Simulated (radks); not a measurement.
Excited configurations of the niobium ion Nb+: one electron is placed in a higher orbital outside [Kr] 4d3. The ground configuration is [Kr] 4d4. All-electron calculation, scalar-relativistic Kohn-Sham, BLYP, spin-polarised, spherical densities, point nucleus; open shells are filled with parallel spins first (spin-orbit coupling, left out, can overturn this in heavy ions). Program: a radial shooting solver on a logarithmic mesh with Libxc functionals. Excitation = E - E(ground); binding = E(ion) - E, where the ion is the core of charge +2; n* = 2/sqrt(2 binding) in atomic units, and the quantum defect is n - n*.

outer orbital  excitation (eV)  binding (eV)     n*  quantum defect  eigenvalue (eV)  <r> (bohr)
4f                      11.130         3.541  3.920           0.080           -2.429       8.280
5p                       4.729         9.942  2.340           2.660           -7.388       3.946
6s                       8.557         6.113  2.984           3.016           -4.863       6.951
6p                       9.712         4.959  3.313           2.687           -3.875       8.168
6d                      11.383         3.288  4.069           1.931           -2.498       11.52
7s                      11.082         3.589  3.894           3.106           -2.836       11.87
7d                      12.425         2.246  4.923           2.077           -1.752       17.83

The Delta-SCF ionisation energy is 14.671 eV (NIST Atomic Spectra Database: 14.320 eV, semi-empirical). Self-interaction in the functional shifts the binding energies and quantum defects, so they are the method's values and not measured ones. Open shells are spherical and high-spin; term and fine-structure splittings are not resolved.
